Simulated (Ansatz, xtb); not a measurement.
# C3H4FNOSi: which of two isomers lies lower

Structure I is `Fc1coc([SiH3])n1`, a singlet and structure II is `Fc1ncc([SiH3])o1`, a singlet. Both are isolated molecules in the gas phase, relaxed with B3LYP-D3(BJ)/def2-SVP.

I (Å):

```xyz
11

C    -2.9742    0.3722    1.7272
C    -2.1970    1.3892    2.2037
C    -1.0471    0.0709    0.9058
F    -4.2508    0.1468    1.9696
N    -2.2493   -0.4445    0.9192
O    -0.9574    1.1945    1.6748
Si    0.4662   -0.5677   -0.0224
H    -2.3574    2.2396    2.8574
H     0.1676   -0.5966   -1.4792
H     1.5965    0.3562    0.2591
H     0.7862   -1.9406    0.4523
```

II (Å):

```xyz
11

C    -3.2277    0.2816    1.4827
C    -1.3728    1.0384    2.0853
C    -1.1197    0.1941    1.0375
F    -4.4807   -0.0304    1.3132
N    -2.7329    1.0825    2.3577
O    -2.3670   -0.3006    0.6492
Si    0.4248   -0.3507    0.1382
H    -0.6564    1.6202    2.6631
H     0.3540    0.0208   -1.3024
H     1.5539    0.3592    0.7984
H     0.6069   -1.8247    0.2496
```

Quicker runs give these differences E(II) − E(I): GFN2-xTB −0.100 eV; HF/STO-3G −0.100 eV (at GFN2-xTB geometries); r2SCAN-D4/def2-SVP −0.158 eV (at GFN2-xTB geometries).

**Question.** Estimate E(II) − E(I) at the level CCSD(T)/def2-SVP + ΔMP2/def2-TZVPP.

**Answer.** Calculated at CCSD(T)/def2-SVP + ΔMP2/def2-TZVPP: E(II) − E(I) = −0.185 eV, so structure II lies lower.

The same difference at several levels:

```
                             level               geometry  E(II) − E(I) (eV)  departure from the last row (eV)  job, with rough time for the two
                          GFN2-xTB               GFN2-xTB              −0.100                            +0.085              optimisation, 0.14 s
                         HF/STO-3G               GFN2-xTB              −0.100                            +0.086              single point, 0.38 s
                r2SCAN-D4/def2-SVP               GFN2-xTB              −0.158                            +0.027                 single point, 3 s
             B3LYP-D3(BJ)/def2-SVP  B3LYP-D3(BJ)/def2-SVP              −0.158                            +0.027                optimisation, 39 s
                       HF/def2-SVP  B3LYP-D3(BJ)/def2-SVP              −0.316                            −0.131           part of the CCSD(T) run
                      MP2/def2-SVP  B3LYP-D3(BJ)/def2-SVP              −0.191                            −0.006           part of the CCSD(T) run
                  CCSD(T)/def2-SVP  B3LYP-D3(BJ)/def2-SVP              −0.203                            −0.018                      single point
CCSD(T)/def2-SVP + ΔMP2/def2-TZVPP  B3LYP-D3(BJ)/def2-SVP              −0.185                                                  single point, 36 s
```

As drawn, both hold the same kinds of bond in the same numbers.

The levels shown agree on the order. The largest departure from CCSD(T)/def2-SVP + ΔMP2/def2-TZVPP is that of HF/def2-SVP, 0.131 eV. The last row adds to CCSD(T) the change of the MP2 difference between the two basis sets, here +0.018 eV.

With thermal terms from frequencies at re-optimised GFN2-xTB minima (ideal gas, soft modes damped towards free rotors, one conformer each, 298.15 K, 1 atm): the zero-point term adds +0.013 eV; ΔH is −0.176 and ΔG −0.167 eV.

The correlated steps freeze 11 core orbitals. Programs: Ansatz 0.2.0, xtb 6.7.1; the last row on 2 threads of Intel(R) Xeon(R) 6975P-C (Granite Rapids) on a shared host.
